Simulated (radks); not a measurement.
Values are calculated unless marked as measured or tabulated.
Problem. Ionisation of the technetium ion Tc2+, [Kr] 4d5, to [Kr] 4d4 as the strength of local exchange is varied. Code: a radial shooting solver on a logarithmic mesh with Libxc functionals. Model: Dirac Kohn-Sham, Slater X-alpha exchange (alpha = 2/3 is LDA exchange), no correlation, spin-unpolarised, spherical densities, finite nucleus; open shells fill j = l - 1/2 first; Fermi nuclear charge, rms radius 4.4112 fm.

alpha  E(Tc2+) (hartree)  exchange (hartree)  IE (eV)  -e of the level emptied (eV)  <r> of it (bohr)
0.609        -4266.77373          -109.08952   26.255                20.237 (4d5/2)             1.671
0.661        -4276.09826          -118.65408   27.128                21.024 (4d5/2)             1.648
0.667        -4277.17543          -119.76020   27.230                21.117 (4d5/2)             1.645
0.691        -4281.48674          -124.18991   27.641                21.488 (4d5/2)             1.635
0.789        -4299.13465          -142.36437   29.362                23.052 (4d5/2)             1.594
0.798        -4300.75888          -144.04041   29.523                23.199 (4d5/2)             1.591
0.904        -4319.93281          -163.86841   31.469                24.981 (4d5/2)             1.550
?            -4330.27699          -174.59761   32.548                25.974 (4d5/2)             1.529

Which alpha was used in the last row?

Solution. alpha = 0.961. NIST Atomic Spectra Database: 29.550 eV (semi-empirical). The Delta-SCF value meets it near alpha = 0.80. Spin polarisation and multiplet splitting are left out, so open shells lie too high by an amount that depends on their filling.

Beside tabulated values, note that spin-unpolarised runs miss the spin-polarisation part of the exchange energy of open shells.
